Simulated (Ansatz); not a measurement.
C2H6MgO2, SMILES `C[O][Mg][O]C`. Charge 0, multiplicity 1.

```xyz
11

C    -2.349    1.557    1.367
O    -1.317    0.874    0.766
Mg    0.000    0.000    0.000
O     1.317   -0.873   -0.767
C     2.349   -1.557   -1.367
H    -2.694    2.400    0.750
H    -3.219    0.909    1.545
H    -2.051    1.972    2.341
H     3.272   -1.506   -0.773
H     2.582   -1.152   -2.363
H     2.109   -2.622   -1.500
```

Question: List the harmonic frequencies (cm⁻¹, unscaled) at PBE0-D4/def2-TZVP in Ansatz. (An estimate is asked.)

Answer: The calculation gave: 7, 57, 57, 84, 84, 160, 160, 425, 755, 1190, 1190, 1191, 1191, 1277, 1292, 1486, 1487, 1494, 1494, 1494, 1494, 2967, 2969, 3017, 3017, 3017, 3017.
